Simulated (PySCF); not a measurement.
A structure optimised at r2SCAN-D4/def2-SVP, used in a PySCF frequency run:

```xyz
12

Hf     0.0000     0.0000    -0.0328
O      0.0000     0.0000    -1.9784
H      0.0000     0.0000    -2.9345
N     -0.4674     1.8422     0.7410
H     -1.1278     2.0292     1.4939
H     -0.1719     2.7413     0.3607
N      1.8291    -0.5163     0.7410
H      2.4600    -1.2218     0.3607
H      2.3212    -0.0379     1.4939
N     -1.3617    -1.3259     0.7410
H     -2.2881    -1.5195     0.3607
H     -1.1934    -1.9913     1.4939
```
Charge 0, spin multiplicity 1.

Question: Write its SMILES, formula and point group.

Answer: [NH2][Hf]([NH2])([NH2])[OH], H7HfN3O, C3

Question: What are its rotational constants (standard atomic weights)?

Answer: 2.6473, 2.5640, 2.5640 GHz
